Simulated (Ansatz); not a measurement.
This geometry of BCl$_{2}$HSi (5 atoms, charge 0, multiplicity 1) is a first-order saddle point.

These are results of RKS PBE-D4/def2-SVP in Ansatz, not measurements.

```xyz
5
Properties=species:S:1:pos:R:3
B -0.039 1.230 -0.447
Si 0.016 -0.488 0.177
Cl 1.287 -1.107 1.673
Cl -1.188 -1.992 -0.549
H -0.075 2.356 -0.855
```

Problem. Which two structures does it join? (They come from a converged band through this point; their orientation in space is the band's.)

Solution. No bond is made or broken. The dihedral H5–B1–Si2–Cl4 changes from -115 to 115° by way of a nearly straight angle H5–B1–Si2 (up to 180°), not by a turn about the bond. The two ends are copies of one structure, up to a mirror image or an exchange of like atoms.

Image 0:

```xyz
5
Properties=species:S:1:pos:R:3
B -0.416 1.249 -0.034
Si 0.334 -0.504 -0.171
Cl 1.447 -1.105 1.481
Cl -1.016 -1.985 -0.730
H -0.349 2.345 -0.546
```

Image 6:

```xyz
5
Properties=species:S:1:pos:R:3
B 0.351 0.997 -0.788
Si -0.310 -0.291 0.462
Cl 1.103 -0.992 1.819
Cl -1.360 -1.872 -0.392
H 0.216 2.158 -1.102
```

Problem. How far does it lie above each of them?

Solution. 0.146 eV above the first and 0.146 eV above the second. This is the barrier of this one path; another mechanism may lie lower.

Run time: 42 s on 1 thread of Arm Neoverse V1, with other jobs on the host, peak memory 0.12 GiB.
